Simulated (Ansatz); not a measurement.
Cost and result for the atomization energy of `CC([SiH3])Br` (11 atoms, 10 bonds).

```tsv
atom	x (Å)	y (Å)	z (Å)
C1	0.450	1.157	0.712
C2	0.394	0.218	-0.472
Si3	-0.889	-1.158	-0.326
Br4	2.129	-0.671	-0.719
H5	0.642	0.615	1.641
H6	-0.510	1.674	0.813
H7	1.231	1.910	0.590
H8	0.248	0.772	-1.401
H9	-2.236	-0.539	-0.175
H10	-0.587	-1.971	0.879
H11	-0.871	-2.007	-1.542
```

The species carries charge 0 and has multiplicity 1. Correlated methods include outer-core shells of Br, which these sets cover unevenly. Scalar relativity is left out up to krypton. The structure was optimised at the PBE0-D4/def2-TZVP level. Program: Ansatz. All runs use 4 threads of an Intel Xeon Platinum 8488C on a shared host. Times are those of one run each, without the atoms' runs, and a repeat can differ threefold. Electronic energies, without spin–orbit coupling; frozen cores. CCSD(T)/CBS adds CCSD(T) − MP2 in def2-TZVPP to the MP2 limit, and its time is that of the two runs behind it. T1 = 0.009. With those shells the extrapolation isn't a true limit. HSE06 is the plane-wave form, built on full-range PBE exchange.

CCSD(T)/CBS is a level of theory with its own doubt, some kJ/mol a heavy atom from the limit and from the frozen cores, so smaller differences don't rank the functionals.

| level | functions | wall time | atomization (kJ/mol) | difference from CCSD(T)/CBS | per bond |
| --- | --- | --- | --- | --- | --- |
| revPBE-D4/def2-TZVPP | 250 | 1.5 s | 3678.8 | -49.6 | -5.0 |
| BLYP-D4/def2-TZVPP | 250 | 1.7 s | 3682.9 | -45.5 | -4.5 |
| PBE-D4/def2-TZVPP (with forces) | 250 | 2 s | 3746.9 | 18.5 | 1.8 |
| HSE06-D4/def2-TZVPP | 250 | 3.1 s | 3719.6 | -8.8 | -0.9 |
| CAM-B3LYP-D4/def2-TZVPP | 250 | 3.6 s | 3722.1 | -6.3 | -0.6 |
| r2SCAN-D4/def2-TZVPP (with forces) | 250 | 3.8 s | 3723.7 | -4.7 | -0.5 |
| B2PLYP/def2-TZVPP | 250 | 4.7 s | 3671.5 | -56.9 | -5.7 |
| ωB97X-V/def2-TZVPP | 250 | 6 s | 3728.8 | 0.4 | 0.0 |
| B97M-V/def2-TZVPP | 250 | 6.5 s | 3720.2 | -8.2 | -0.8 |
| CCSD(T)/def2-SVP | 113 | 6.5 s | 3531.1 | -197.3 | -19.7 |
| MP2/def2-QZVPP | 483 | 22 s | 3710.7 | -17.7 | -1.8 |
| CCSD(T)/def2-TZVPP | 250 | 120 s | 3639.3 | -89.1 | -8.9 |
| CCSD(T)/CBS(def2) | – | 2.3 min | 3728.4 | 0.0 | 0.0 |

At CCSD(T), def2-SVP lies −197.3 kJ/mol from the extrapolated value and def2-TZVPP −89.1 kJ/mol: correlation converges slowly with the basis, and small sets miss more of it in the bonded molecule than in its fragments. Leaving LDA and LC-ωPBE aside and taking each functional with its dispersion term where it has one, the values, not all of them listed here, spread over 98.5 kJ/mol, from BHLYP-D4 to PBE-D4. LDA lies +457.7 kJ/mol from PBE without D4, its usual overbinding. From PBE to PBE0 (25 % exact exchange), in def2-TZVPP and without D4, the atomization energy moves by −25.6 kJ/mol: exact exchange takes away binding that semilocal exchange gives to molecules.
